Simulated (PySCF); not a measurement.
Cartesian coordinates in Å; atom numbers follow the order of the lines, from 1:
```xyz
15

C     2.7377    0.1047   -0.4345
C     1.5559   -0.2090    0.0694
Si    0.0410   -0.5747   -0.9883
C    -1.4449   -0.9017    0.1689
F    -1.9120   -2.1519    0.2273
C    -2.0273    0.0474    0.9165
C    -1.4720    1.3688    0.7933
O    -0.5354    1.6284    0.0624
H     2.8980    0.1761   -1.4975
H     3.5979    0.3084    0.1853
H     1.4521   -0.2574    1.1472
H     0.2269   -1.9114   -1.5926
H    -0.3193    0.3514   -2.0549
H    -2.8629   -0.1312    1.5761
H    -1.9403    2.1603    1.3995
```

[PySCF 2.14: GFN2-xTB structure; shielding tensors at PBE0/pcSseg-1 (GIAO); no relativistic terms; fast rotation and ring inversion assumed for equivalent nuclei; single conformer; no solvent model]

Chemical shifts δ = σref − σ; 13C vs TMS, all at this level.

Do the 13C shifts follow the atomic charges (in e)? Tabulate both.

Answers


```csv
atoms,hybridisation,δ (ppm),σ para (ppm),Hirshfeld,IAO,Mulliken,ESP-fitted
C4,sp2,212.9,-284,+0.05,+0.11,+0.06,+0.18
C7,sp2,197.0,-258,+0.12,+0.24,+0.28,+0.40
C1,sp2,142.4,-208,-0.09,-0.28,-0.16,-0.40
C2,sp2,138.4,-213,-0.14,-0.40,-0.46,-0.20
C6,sp2,124.2,-200,-0.09,-0.27,-0.24,-0.39
```

Correlation coefficients of δ with charge over these carbons: Hirshfeld +0.89, IAO +0.91, Mulliken +0.81, ESP-fitted +0.90; with the paramagnetic shielding -0.99. With so few points these coefficients are fragile. Charge is one influence among several: hybridisation and low-lying excitations act through the paramagnetic term.

Shifts are as computed. Against solution values, carbons near 30 ppm lie about +3 ppm off and those near 130 ppm about +5 ppm. Of 1309 compounds with measured shifts, 239 miss one by over three times the rms of a fit or turn the order of signals round; such compounds aren't used in these exercises.
